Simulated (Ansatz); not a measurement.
(KH)n off (charge +1): BLYP-D4/def2-TZVP single points in Ansatz on relaxed structures, gas phase. Each cluster is the lowest isomer that a short search found in that spin, judged at the geometry's level, and lower ones may exist. HOMO and LUMO are taken over both spins. The structures are stationary points that may keep the symmetry of their start.

```tsv
species	atoms	state	geometry	HOMO (eV)	LUMO (eV)	gap (eV)	point group (within 0.1 Å)
K3H3⁺	6	doublet	B3LYP-D4/def2-TZVP	-5.31	-4.73	0.58	–
K4H3⁺	7	singlet	r2SCAN-D4/def2-SVP	-6.96	-3.88	3.08	C3v
K4H4⁺	8	doublet	PBE-D4/def2-SVP	-5.37	-4.73	0.64	–
```

The gap (eV) runs from 0.58 (K3H3⁺) to 3.08 (K4H3⁺).
